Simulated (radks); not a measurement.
Spherical quantum dot in the effective-mass picture: electrons in a parabolic well V = omega^2 r^2 / 2 with omega = 0.0979, all in effective atomic units (hartree* = m*/eps^2 hartree, bohr* = eps/m* bohr), one dielectric constant everywhere. Method: non-relativistic Kohn-Sham, LDA (Slater exchange, Perdew-Wang correlation), spin-polarised, spherical densities; computed with a radial shooting solver with Libxc functionals. Levels are named by radial order and angular momentum (1s, 1p, 1d, 2s, ...), and open shells are averaged over m. Results are scaled to m* = 0.122 and eps = 8, for which hartree* = 51.87 meV and bohr* = 3.47 nm. Each electron was tried in the lowest free levels, single moves between levels near the top were tried too, and the lowest total energy was kept; such a search can miss a lower state. At N = 1 the Hartree and exchange-correlation terms need not cancel, so that row can carry a self-interaction error.

N	open shells	2S	E (meV)	addition energy mu(N+1) - mu(N) (meV)	rms radius (nm)
1	1s(up 1, down 0)	1	7.79662	10.09	13.82
2	none	0	25.6805	10.64	16.17
3	1p(up 1, down 0)	1	54.2082	6.420	18.74
4	1p(up 2, down 0)	2	89.1554	6.223	20.48
5	1p(up 3, down 0)	3	130.325	7.037	21.88
6	1p(up 3, down 1)	2	178.533	5.466	23.17
7	1p(up 3, down 2)	1	232.205	5.349	24.30
8	none	0	291.227	7.337	25.32
9	1d(up 1, down 0)	1	357.585	4.835	26.39
10	1d(up 2, down 0)	2	428.778	4.742	27.35
11	1d(up 3, down 0)	3	504.712	4.649	28.23
12	1d(up 4, down 0)	4	585.296	4.558	29.04
13	1d(up 5, down 0)	5	670.437	5.279	29.81
14	1d(up 5, down 1)	4	760.857	4.288	30.55
15	1d(up 5, down 2)	3	855.566	4.230	31.24
16	1d(up 5, down 3)	2	954.504	4.170	31.91
17	1d(up 5, down 4)	1	1057.61	4.110	32.54
18	none	0	1164.83	4.662	33.14
19	2s(up 1, down 0)	1	1276.71	4.593	33.74
20	none	0	1393.18	4.295	34.32
21	1f(up 1, down 0)	1	1513.95	3.802	34.90
22	1f(up 2, down 0)	2	1638.52	3.760	35.45
23	1f(up 3, down 0)	3	1766.85	3.719	35.98
24	1f(up 4, down 0)	4	1898.90	3.678	36.50
25	1f(up 5, down 0)	5	2034.62	3.639	36.99
26	1f(up 6, down 0)	6	2173.99	3.601	37.48
27	1f(up 7, down 0)	7	2316.96	4.175	37.95
28	1f(up 7, down 1)	6	2464.10	3.489	38.41
29	1f(up 7, down 2)	5	2614.73	3.459	38.86
30	1f(up 7, down 3)	4	2768.82	3.429	39.30
31	1f(up 7, down 4)	3	2926.34	3.400	39.73
32	1f(up 7, down 5)	2	3087.26	3.371	40.15
33	1f(up 7, down 6)	1	3251.55	3.343	40.55
34	none	0	3419.18	4.097	40.95
35	2p(up 1, down 0)	1	3590.92	3.306	41.35
36	2p(up 2, down 0)	2	3765.95	3.294	41.74
37	2p(up 3, down 0)	3	3944.28	3.658	42.13
38	2p(up 3, down 0) 1g(up 1, down 0)	4	4126.27	3.174	42.51
39	2p(up 3, down 0) 1g(up 2, down 0)	5	4311.44	3.152	42.88
40	2p(up 3, down 0) 1g(up 3, down 0)	6	4499.75	3.130	43.25
41	2p(up 3, down 0) 1g(up 4, down 0)	7	4691.20	3.109	43.61
42	2p(up 3, down 0) 1g(up 5, down 0)	8	4885.75	3.088	43.96
43	2p(up 3, down 0) 1g(up 6, down 0)	9	5083.40	3.067	44.31
44	2p(up 3, down 0) 1g(up 7, down 0)	10	5284.11	-	44.65

All shells are closed at N = 2, 8, 18, 20, 34 (there: 1s2 1p6 1d10 2s2 1f14); the second difference of the energy has clear peaks (12 % above both neighbours; the first and last values, which can be the largest, are not judged, and half-filled shells can peak too) at N = 5, 8, 13, 27, 34.
